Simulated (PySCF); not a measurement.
The third ionisation energy along group 14

Calculated with PySCF 2.14 from differences of total energies of unrestricted determinants, without spin-orbit coupling. Values in eV. The last column holds reference values (NIST; (s) semi-empirical, (t) theoretical, else measured). Unmarked ones compare directly (S terms, centres of terms, or small fine structure); those marked * lie between the lowest fine-structure levels and include a spin-orbit shift.

| element | configurations | UHF | MP2 (valence) | SCS-MP2 (valence) | CCSD (valence) | CCSD(T) (valence) | CCSDT (valence) | reference |
| --- | --- | --- | --- | --- | --- | --- | --- | --- |
| Si (def2-TZVP, non-relativistic) | [Ne] 3s2 → [Ne] 3s1 | 31.979 | 32.831 | 33.002 | 33.196 | 33.196 | 33.196 | 33.493 |
| Ge (def2-TZVP, non-relativistic) | [Ar] 3d10 4s2 → [Ar] 3d10 4s1 | 31.705 | 32.490 | 32.647 | 32.796 | 32.796 | 32.796 | 34.058 |
| Sn (def2-TZVP with the def2 core potential (28 electrons), ECP) | [Kr] 4d10 5s2 → [Kr] 4d10 5s1 | 28.536 | 29.217 | 29.354 | 29.475 | 29.475 | 29.475 | 30.506 |
| Pb (def2-TZVP with the def2 core potential (60 electrons), ECP) | [Xe] 4f14 5d10 6s2 → [Xe] 4f14 5d10 6s1 | 29.759 | 30.323 | 30.436 | 30.512 | 30.512 | 30.512 | 31.937 |

```
           method  elements  mean error (eV)  mean absolute error (eV)  largest error (eV)
              UHF         4           -2.004                     2.004              -2.353
    MP2 (valence)         4           -1.283                     1.283              -1.614
SCS-MP2 (valence)         4           -1.139                     1.139              -1.502
   CCSD (valence)         4           -1.004                     1.004              -1.425
CCSD(T) (valence)         4           -1.004                     1.004              -1.425
  CCSDT (valence)         4           -1.004                     1.004              -1.425
```

Errors include the incompleteness of the basis and the frozen core.

"Valence" correlates the outer s and p shells and, in groups 3 to 12 and the f block, the outer d or f shell, open or full, or the next shell where the ion has no valence electron left; the wider scheme adds the next inner shell.
